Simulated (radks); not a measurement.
Task: Species: Pm. Configuration: [Xe] 4f5 6s1 5d1 (not the ground configuration). All-electron calculation, scalar-relativistic Kohn-Sham, SCAN, spin-polarised, spherical densities, finite nucleus; open shells are filled with parallel spins first (spin-orbit coupling, left out, can overturn this in heavy ions); meta-GGA in the generalised Kohn-Sham scheme; Fermi nuclear charge, rms radius 4.962 fm. Program: a radial shooting solver on a logarithmic mesh with Libxc functionals. Some entries of the table are withheld. Estimate them.

orbital  occ.  eigenvalue (eV)  <r^2> (bohr^2)
1s up       1        -45085.75       0.0007319
1s down     1        -45085.73       0.0007319
2s up       1        -7349.586         0.01155
2s down     1        -7349.520         0.01155
2p up       3        -6559.082        0.009262
2p down     3        -6559.033        0.009262
3s up       1        -1610.709         0.07732
3s down     1        -1608.957         0.07720
3p up       3        -1360.618         0.07753
3p down     3        -1358.814         0.07738
3d up       5        -1018.218         0.06579
3d down     5        -1016.734         0.06561
4s up       1        -323.9807          0.3964
4s down     1        -319.4817          0.3965
4p up       3        -241.5139          0.4479
4p down     3        -236.9173          0.4480
4d up       5        -124.9083          0.5500
4d down     5        -120.0646          0.5517
5s up       1         -41.5262           2.323
5s down     1         -39.7909           2.421
5p up       3         -21.9456             (1)
5p down     3         -20.4532             (2)
6s up       1          -3.7751           21.07
4f up       5          -1.8818           1.600
5d up       1          -1.4409             (3)

Result: 
(1) 5p up <r^2> (bohr^2): 3.343
(2) 5p down <r^2> (bohr^2): 3.355
(3) 5d up <r^2> (bohr^2): 15.47
